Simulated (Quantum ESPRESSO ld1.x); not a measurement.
The numbers below are computed, except where a source is named.
Q: These are the eigenvalues of the occupied orbitals of an atom or ion with whole-number occupations (eV). Code: ld1.x of Quantum ESPRESSO 7.5. Model: scalar-relativistic Kohn-Sham, relativistic LDA (MacDonald-Vosko exchange, VWN5 correlation), spin-unpolarised, spherical densities, point nucleus.

1s: -8744.78
2s: -1865.63
2p: -1777.55

Which element is it, and in what charge state? The configuration may be excited.

A: Z = 27, cobalt, charge +21: Co21+ in [He] 2s2 2p2. The list shows which subshells hold electrons but not how many an open one holds; the 1s level, -321.36 hartree, gives Z - s = 25.4 by -(Z - s)^2/2, which with screening and relativity narrows Z to a few neighbours, and the depths of the outer levels then fix element, charge and occupations together.
